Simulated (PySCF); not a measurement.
Al2H4, SMILES [AlH2][AlH2]. Atoms are numbered in the order given.

```xyz
6

Al     0.0000     0.0000    -1.2976
Al     0.0000     0.0000     1.2976
H      0.9547     0.9547    -2.1417
H     -0.9547    -0.9547    -2.1417
H      0.9547    -0.9547     2.1417
H     -0.9547     0.9547     2.1417
```
Charge 0, spin multiplicity 1.

The structure is a stationary point at TPSSh-D3(BJ)/def2-TZVP.

Two levels are set side by side: PBE/pcSseg-2 (PySCF) and B3LYP/pcSseg-2 (PySCF). GIAO shifts against TMS (¹H) at the same level; non-relativistic, no solvent, atoms listed together averaged. Differences are taken from unrounded values.

```tsv
quantity	B3LYP
δ(¹H) of H3, H4, H5, H6 (ppm)	6.60
```

Q: What does PBE give, and how far is it from B3LYP? (An estimate is asked for; the answer gives what the named calculation found.)

A: 
```
quantity                        PBE  PBE minus B3LYP
-----------------------------  ----  ---------------
δ(¹H) of H3, H4, H5, H6 (ppm)  7.05             0.46
```

Rough cost on one machine, each run with all the roots and properties that it gave: B3LYP against PBE within a factor of 2.
